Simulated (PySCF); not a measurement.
## Unknown compound

An unknown has the formula C6H10NPSi. Its calculated NMR data are:

1H NMR (300 MHz, computed): δ 7.27 (m, 1H), 6.94 (m, 1H), 6.66 (m, 1H), 5.85 (m, 1H), 5.44 (m, 1H), 4.33 (s, 3H), 1.12 (br s, 2H).

13C{1H} NMR (computed): δ 167.9 (C), 161.0 (CH), 148.9 (C), 143.1 (CH), 141.2 (CH), 124.0 (CH2).

No relativistic terms, rapidly exchanging positions averaged, no solvent model, one conformer. GFN2-xTB structure; PBE0/pcSseg-1 with gauge-including orbitals; PySCF 2.14.0 with density-fitted response routines.

Shifts are taken against calculated references (same method and geometry level): 1H (σ = 31.72 ppm), 13C (σ = 186.93 ppm) against TMS.

Question: Propose a structure and justify it.

Answer: 
1. 6 carbon signals for 6 carbons: no two carbons are equivalent.
2. Carbon types of the structure: 2 × C, 3 × CH, 1 × CH2, leaving 5 H on heteroatoms.
3. δC 167.9, 148.9: unsaturated ring carbon.
4. δC 161.0, 143.1: unsaturated ring CH.
5. δC 141.2: alkene CH; as expected for a trigonal carbon in a double bond.
6. δC 124.0: terminal =CH2 carbon; an sp2 carbon of a C=C bond.
7. δH 6.94: hydrogen on an alkene CH; olefinic region.
8. δH 5.85, 5.44: hydrogen on a terminal =CH2 carbon; attached to an sp2 carbon and in the plane of the double bond.
9. δH 1.12: hydrogen on a nitrogen bonded to P; exchangeable; this is the value without hydrogen bonding to other molecules.

These data were computed for SMILES [SiH3]C1=CP(N)C(C=C)=C1.

The shifts were computed for this structure.

Exchangeable OH/NH protons stand at their gas-phase positions; hydrogen bonding in a real sample shifts them, mostly to higher δ. Splittings by 31P in the carbon and heteronuclear signals aren't shown, as no couplings were computed. Shifts are as computed. Against solution values, carbons near 30 ppm lie about +3 ppm off and those near 130 ppm about +5 ppm. Of 1211 compounds with measured shifts, 218 miss one by over three times the rms of a fit or turn the order of signals round; such compounds aren't used in these exercises. Multiplicities follow the n + 1 count of equivalent neighbours, as no J values were calculated; m marks all less simple cases, F and P coupling included.
